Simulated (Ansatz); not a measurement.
`C[SiH2]/C=C/[SiH3]` + H₂ → `[SiH3]/C=C/[SiH3]` + CH₄ at 500 K and 1 bar (hydrogenolysis of the Si–C bond).

Calculated with Ansatz (gas phase, PBE0-D4/def2-TZVP geometries, no zero-point term in ΔE). CBS: MP2 limit from def2 TZ/QZ plus the TZ coupled-cluster correction, frozen cores. This one scheme is used for every species. Double bonds are as drawn, so ΔE can hold a change between cis and trans. One conformer a species, not always the lowest.

| species | CCSD(T)/CBS energy (Eh) | H − E (kJ/mol) | S (J/(mol·K)) |
| --- | --- | --- | --- |
| `C[SiH2]/C=C/[SiH3]` | -698.31764 | 351.4 | 468.1 |
| H₂ | -1.17544 | 41.0 | 145.5 |
| `[SiH3]/C=C/[SiH3]` | -659.04033 | 264.4 | 407.8 |
| CH₄ | -40.46206 | 135.6 | 206.8 |

H − E and S are ideal-gas, rigid-rotor, harmonic terms from PBE0-D4/def2-TZVP, for one conformer and one mirror image of each species. For small species the MP2-based limit differs from directly extrapolated CCSD(T) by up to some mEh (0.8 for H₂); such offsets cancel only in part. 1 Eh = 2625.50 kJ/mol, R = 8.31446 J/(mol·K).

Task: By hand: ΔE, ΔH, ΔS and ΔG.

Result: ΔE = (-659.04033) + (-40.46206) − (-698.31764) − (-1.17544) = -0.00931 Eh = -24.4 kJ/mol. Δ(H − E) = 264.4 + 135.6 − 351.4 − 41.0 = 7.6, so ΔH = -16.8 kJ/mol. ΔS = 407.8 + 206.8 − 468.1 − 145.5 = 1.0 J/(mol·K). ΔG = -16.8 − 500 × (1.0)/1000 = -17.3 kJ/mol.

Task: By hand: the equilibrium constant, and the temperature at which ΔG would vanish if ΔH and ΔS stayed fixed.

Result: log₁₀ K = −ΔG/(RT ln 10) = 1.8. ΔH and −TΔS have one sign here, so there is no such temperature.

The number of gas molecules stays the same, so ΔS is small and ΔH decides. A doubt of 5 kJ/mol in ΔE shifts log₁₀ K by 0.5 here. Other conformers and mirror images would add mixing entropy, several J/(mol·K) or more a flexible species. These are equilibria of isolated gas molecules and say nothing of rates. Largest T1 diagnostic: 0.012 (customary marks: 0.02 for closed shells, 0.045 for open ones).

ΔS is within the doubt of such terms, so its sign, and with it that verdict, could turn.
